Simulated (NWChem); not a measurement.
System: C2H8OSi; SMILES CC[SiH2]O

Excerpt of the output:

```
             Northwest Computational Chemistry Package (NWChem) 7.3.0
             --------------------------------------------------------

                             Geometry "geometry" -> ""
                             -------------------------

 Output coordinates in angstroms (scale by  1.889725989 to convert to a.u.)

  No.       Tag          Charge          X              Y              Z
 ---- ---------------- ---------- -------------- -------------- --------------
    1 Si                  14.0000     0.49662000    -0.76169700     0.12717200
    2 O                    8.0000    -0.91716400    -1.55332500    -0.29129900
    3 C                    6.0000     0.52457900     1.04446500    -0.42076100
    4 C                    6.0000    -0.58142100     1.91753800     0.19953100
    5 H                    1.0000     1.57558600    -1.52348100    -0.55144300
    6 H                    1.0000     0.71116100    -0.80880400     1.60719200
    7 H                    1.0000    -1.71717600    -1.27911300     0.17714400
    8 H                    1.0000     0.46092300     1.07981300    -1.51685100
    9 H                    1.0000     1.51313400     1.45311700    -0.16268800
   10 H                    1.0000    -0.51650400     1.92967100     1.29447100
   11 H                    1.0000    -0.51839700     2.95672300    -0.14422700
   12 H                    1.0000    -1.57909300     1.54858200    -0.06917500

 Effective nuclear repulsion energy (a.u.)     174.6130980685

                                 NWChem DFT Module
                                 -----------------

 Summary of "ao basis" -> "ao basis" (spherical)
 ------------------------------------------------------------------------------
       Tag                 Description            Shells   Functions and Types
 ---------------- ------------------------------  ------  ---------------------
 Si                         def2-svp                 8       18   4s3p1d
 O                          def2-svp                 6       14   3s2p1d
 C                          def2-svp                 6       14   3s2p1d
 H                          def2-svp                 3        5   2s1p

 in cosmo_initialize ...
 calling solv_data for solv:propnol2

 solvent parameters
 solvname_short: propnol2
 solvname_long:  2-propanol
 dielec:       19.2640
 dielecinf:     1.8978
 nonaqueous SMD model solvent descriptors
 dielec:       19.2640
 sola:          0.3300
 solb:          0.5600
 solc:          0.0000
 solg:         30.1300
 solh:          0.0000
 soln:          1.3776

          ---------------
          -cosmo- solvent
          ---------------
 Cosmo: York-Karplus, doi: 10.1021/jp992097l
 dielectric constant -eps-     =  19.26
 screen = (eps-1)/(eps    )    =   0.94809
 surface charge correction     = lagrangian

   van der Waals surface
 --------------------------

[...]

                                COSMO-SMD solvation results
                                ---------------------------

             internal energy in gas <Psi(g)|H|Psi(g)> =      -445.534959662517
         internal energy in solvent <Psi(s)|H|Psi(s)> =      -445.533843512279
                               delta internal energy  =         0.001116150238 (    0.70 kcal/mol)
   total free energy in solvent <Psi(s)|H+V/2|Psi(s)> =      -445.543775286180
 polarization energy contribution <Psi(s)|V/2|Psi(s)> =        -0.009931773902 (   -6.23 kcal/mol)
    total free energy in solvent including G(SMD-CDS) =      -445.544335035160
                       G(SMD-CDS) energy contribution =        -0.000559748979 (   -0.35 kcal/mol)
     1 M fixed-concentration free energy of solvation =        -0.009375372643 (   -5.88 kcal/mol)

                       DFT Final Molecular Orbital Analysis
                       ------------------------------------

 Vector   19  Occ=2.000000D+00  E=-4.101744D-01
              MO Center= -6.6D-02,  1.2D+00, -1.2D-01, r^2= 3.1D+00
   Bfn.  Coefficient  Atom+Function         Bfn.  Coefficient  Atom+Function
  ----- ------------  ---------------      ----- ------------  ---------------
    76     -0.238319   8 H  s                86     -0.238405  10 H  s
    81      0.231936   9 H  s                38      0.229062   3 C  pz
    52     -0.229348   4 C  pz               96      0.220314  12 H  s
    36      0.191745   3 C  px               50     -0.182822   4 C  px
    23      0.129589   2 O  py               24     -0.127204   2 O  pz

 Vector   20  Occ=2.000000D+00  E=-3.792289D-01
              MO Center=  5.7D-01, -8.9D-01,  2.6D-01, r^2= 3.2D+00
   Bfn.  Coefficient  Atom+Function         Bfn.  Coefficient  Atom+Function
  ----- ------------  ---------------      ----- ------------  ---------------
    66     -0.295396   6 H  s                61      0.285867   5 H  s
    24      0.252832   2 O  pz               62      0.227007   5 H  s
    67     -0.218933   6 H  s                10     -0.204596   1 Si pz
    27      0.190451   2 O  pz                9     -0.121214   1 Si py
     7      0.110965   1 Si pz               51     -0.103266   4 C  py

 Vector   21  Occ=2.000000D+00  E=-3.415745D-01
              MO Center=  2.2D-01,  2.3D-01, -7.7D-02, r^2= 3.4D+00
   Bfn.  Coefficient  Atom+Function         Bfn.  Coefficient  Atom+Function
  ----- ------------  ---------------      ----- ------------  ---------------
    37      0.350626   3 C  py               40      0.237159   3 C  py
    23      0.228845   2 O  py                9     -0.213826   1 Si py
    26      0.186274   2 O  py               35     -0.177971   3 C  s
    91     -0.167257  11 H  s                66      0.161315   6 H  s
    24     -0.153361   2 O  pz               51     -0.152832   4 C  py

 Vector   22  Occ=0.000000D+00  E= 7.662934D-02
              MO Center= -2.6D-01, -4.2D-01,  1.7D-01, r^2= 5.1D+00
   Bfn.  Coefficient  Atom+Function         Bfn.  Coefficient  Atom+Function
  ----- ------------  ---------------      ----- ------------  ---------------
    11      0.934903   1 Si px               21      0.758617   2 O  s
    49      0.753130   4 C  s                92     -0.412163  11 H  s
    72     -0.407671   7 H  s                97     -0.403425  12 H  s
    62     -0.367754   5 H  s                87     -0.231811  10 H  s
    12      0.227460   1 Si py               67     -0.214807   6 H  s

 Vector   23  Occ=0.000000D+00  E= 1.065713D-01
              MO Center=  6.3D-01,  2.2D-01,  7.0D-02, r^2= 6.2D+00
   Bfn.  Coefficient  Atom+Function         Bfn.  Coefficient  Atom+Function
  ----- ------------  ---------------      ----- ------------  ---------------
    35      2.033877   3 C  s                12     -1.179898   1 Si py
    77     -0.747816   8 H  s                49      0.735924   4 C  s
    82     -0.640629   9 H  s                87     -0.591502  10 H  s
     4     -0.471145   1 Si s                92     -0.428882  11 H  s
    62     -0.347500   5 H  s                55      0.285426   4 C  pz

 Vector   24  Occ=0.000000D+00  E= 1.366327D-01
              MO Center=  2.9D-01, -8.2D-02, -9.1D-02, r^2= 6.1D+00
   Bfn.  Coefficient  Atom+Function         Bfn.  Coefficient  Atom+Function
  ----- ------------  ---------------      ----- ------------  ---------------
    13      1.380539   1 Si pz               49     -1.220154   4 C  s
    67     -1.167376   6 H  s                35      0.965843   3 C  s
    92      0.822170  11 H  s                62      0.733245   5 H  s
    72     -0.330209   7 H  s                53     -0.311011   4 C  px
    21      0.301501   2 O  s                87      0.240666  10 H  s

     Multipole analysis of the density
     ---------------------------------

     L   x y z        total         alpha         beta         nuclear
     -   - - -        -----         -----         ----         -------
     0   0 0 0      0.000000    -21.000000    -21.000000     42.000000

     1   1 0 0     -0.356623      0.573847      0.573847     -1.504316
     1   0 1 0      0.750956      0.339415      0.339415      0.072127
     1   0 0 1      0.338840      1.343829      1.343829     -2.348818

     2   2 0 0    -22.878777    -56.666463    -56.666463     90.454149
     2   1 1 0      0.552535      0.915463      0.915463     -1.278391
     2   1 0 1     -1.290265      0.174151      0.174151     -1.638567
     2   0 2 0    -27.982108   -154.664270   -154.664270    281.346432
     2   0 1 1     -1.410069     -3.073001     -3.073001      4.735933
     2   0 0 2    -25.966881    -29.327229    -29.327229     32.687577
```

Level: M05-2X/def2-SVP, SMD on the gas-phase geometry. Geometry: optimised at B3LYP/6-31G* (spherical d). Solvent: 2-propanol.

### Question
Reconstruct the input file.

### Answer
This is not unique; one that fits is the input that was run:
```
start job
memory heap 200 mb stack 900 mb global 1100 mb
geometry units angstroms noautosym nocenter noautoz
  Si     0.496620    -0.761697     0.127172
  O     -0.917164    -1.553325    -0.291299
  C      0.524579     1.044465    -0.420761
  C     -0.581421     1.917538     0.199531
  H      1.575586    -1.523481    -0.551443
  H      0.711161    -0.808804     1.607192
  H     -1.717176    -1.279113     0.177144
  H      0.460923     1.079813    -1.516851
  H      1.513134     1.453117    -0.162688
  H     -0.516504     1.929671     1.294471
  H     -0.518397     2.956723    -0.144227
  H     -1.579093     1.548582    -0.069175
end
basis spherical
  * library def2-svp
end
dft
  xc m05-2x
  iterations 150
end
cosmo
  do_cosmo_smd true
  solvent propnol2
end
task dft energy
```
